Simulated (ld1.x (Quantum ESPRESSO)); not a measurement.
**Configuration tests for boron (B) (PAW)**

boron, PAW, made with ld1.x (Quantum ESPRESSO) 7.5 (PBE, scalar-relativistic). Core [He], reference 2s2 2p1. Waves: 2s (bound): rcut 1.10, rcutus 1.30 bohr; 2s channel at -0.1 Ry: rcut 1.10, rcutus 1.30 bohr; 2p (bound): rcut 3.45, rcutus 3.95 bohr; 2p channel at 1.3 Ry: rcut 3.45, rcutus 3.95 bohr. Local part: all-electron potential smoothed inside 1.50 bohr (lloc = -2). Core correction: Bessel-smoothed model core inside 0.95 bohr. Augmentation charge: PSQ, radius 1.25 bohr.

Energies are relative to the spin-unpolarised reference configuration 2s2 2p1; without spin polarisation the order of configurations can differ from experiment. The frozen-core shift is the all-electron ΔE with the core orbitals held at their reference shape minus the fully relaxed ΔE.

| valence configuration | charge | ΔE all-electron (eV) | error AE − PS (meV) | frozen-core shift (meV) |
| --- | --- | --- | --- | --- |
| 2s2 2p0 | +1 | 8.220 | -0.2 | +0.3 |
| 2s1 2p0 | +2 | 33.642 | -4.7 | +5.5 |
| 2s2 2p1.3 | -0.3 | -0.738 | +0.2 | 0.0 |
| 2s0 2p3 | 0 | 11.721 | -3.4 | +1.8 |
| 2s1 2p1 | +1 | 14.361 | +1.5 | +1.0 |

Task: What are ΔE and the potential's error for 2s2 2p0.5?

Result: ΔE = 2.887 eV all-electron; the error (AE − PS) is +0.4 meV.

Task: What are ΔE and the potential's error for 2s1 2p2?

Result: ΔE = 5.851 eV all-electron; the error (AE − PS) is -0.7 meV.

Levels in the configuration 2s1 2p1:

| level | all-electron (eV) | pseudo (eV) |
| --- | --- | --- |
| 2s | -19.592 | -19.593 |
| 2p | -13.457 | -13.459 |
